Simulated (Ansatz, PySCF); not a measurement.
Spin states of COOs (SMILES [O+]#[C-]->[Os]), each relaxed with B3LYP-D3(BJ)/def2-TZVP.
State 1 (charge 0, multiplicity 3):
```xyz
3

Os    -1.0118    -0.8084    -0.9236
O      0.8564     0.7302     0.7569
C      0.1223     0.1257     0.0965
```
State 2 (charge 0, multiplicity 1):
```xyz
3

Os    -1.01121    -0.80786    -0.92307
O      0.85573     0.72967     0.75629
C      0.12231     0.12566     0.09656
```

Singlets are restricted, other states unrestricted; no spin–orbit coupling, no relativity up to Kr; see below for the cores. The largest T1 diagnostic is 0.053.

Correlated levels freeze the inner cores; with def2 sets outer-core shells near the valence are correlated too. CBS: X⁻³ extrapolation of the correlation energy, Hartree–Fock from the larger set.

The values were computed with Ansatz (a program for electronic structure) with Gaussian orbitals; PySCF for the dispersion terms. Values without a source in brackets are computed. In def2 rows elements past Kr take small-core potentials, without spin–orbit coupling.

| level | energy of the multiplicity-1 state less that of the multiplicity-3 state (eV) |
|---|---|
| BLYP-D3(BJ)/def2-TZVPP | 0.929 |
| BLYP-D4/def2-TZVPP | 0.929 |
| r2SCAN-D3(BJ)/def2-TZVPP | 1.187 |
| r2SCAN-D4/def2-TZVPP | 1.187 |
| B3LYP-D3(BJ)/def2-TZVPP | 0.958 |
| B3LYP-D4/def2-TZVPP | 0.958 |
| PBE0-D3(BJ)/def2-TZVPP | 1.096 |
| CAM-B3LYP-D3(BJ)/def2-TZVPP | … |
| CCSD(T)/CBS(def2-SVP, def2-TZVPP) | … |

### Question
Complete the blanks.

### Answer

- CAM-B3LYP-D3(BJ)/def2-TZVPP, energy of the multiplicity-1 state less that of the multiplicity-3 state (eV): 0.990
- CCSD(T)/CBS(def2-SVP, def2-TZVPP), energy of the multiplicity-1 state less that of the multiplicity-3 state (eV): 0.857

Doubts at one or more of the structures used: a spin-contaminated determinant (CCSD(T)/CBS(def2-SVP, def2-TZVPP)); a restricted determinant that unrestricted orbitals would lower (CCSD(T)/CBS(def2-SVP, def2-TZVPP)); T1 above 0.05 (CCSD(T)/CBS(def2-SVP, def2-TZVPP)).
